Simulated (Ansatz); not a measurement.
Species: C$_{2}$H$_{9}$NSi, net charge 0, singlet state. 
Structure (B3LYP-D3(BJ)/def2-TZVP (Ansatz, a program for electronic structure) minimum search):
```
N
C 1 1.4510
H 2 1.0908 1 110.45
H 2 1.0958 3 107.77 1 -120.60
H 2 1.0997 3 107.98 4 -115.87
C 1 1.4510 2 113.53 3 -176.47
H 6 1.0908 1 110.45 2 176.47
H 6 1.0958 7 107.77 1 120.60
H 6 1.0997 7 107.98 8 115.87
Si 1 1.7214 2 121.04 3 26.82
H 10 1.4817 1 108.01 2 -162.72
H 10 1.4817 11 111.23 7 -142.03
H 10 1.4925 11 107.23 12 -116.95
```

Computed values are from Ansatz. Valence correlation only, unless marked. Open shells are spin-unrestricted. No spin-orbit coupling. No relativistic terms. CBS(X,Y): correlation extrapolated as X^-3; Hartree-Fock from the larger set. [CCSD(T)-MP2]/basis is that difference in the basis named.

```yaml
atomisation energy De: 4567.6 kJ/mol at RI-MP2/CBS(cc-pV(T+d)Z,cc-pV(Q+d)Z)+[CCSD(T)-MP2]/cc-pV(T+d)Z
total_energy: -425.2952 Eh at RI-MP2/CBS(cc-pV(T+d)Z,cc-pV(Q+d)Z)+[CCSD(T)-MP2]/cc-pV(T+d)Z
dipole_moment: 1.04 D at CCSD(T)/aug-cc-pV(D+d)Z
T1 diagnostic: 0.010 at CCSD/cc-pV(T+d)Z
```
